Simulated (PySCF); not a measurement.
H5P2, SMILES P[PH3+], charge +1.

Geometry: PBE-D3(BJ)/def2-TZVP. The isomer is the one that the SMILES or the coordinates give; other isomers of the formula were not compared.

These are PBE/def2-TZVPD in PySCF values and carry that method's errors.

| Quantity | Result |
|---|---|
| total energy | -685.11724 hartree |
| point group | Cs |
| highest occupied level | -12.87 eV |
| lowest empty level | -7.42 eV |
| orbital gap | 5.45 eV |
| dipole moment about the centre of nuclear charge | 0.450 e·Å |
| mean static polarisability | 48.0 bohr³ (7.11 Å³) |
| polarisability, principal values | 41.7, 41.7, 60.7 bohr³ |
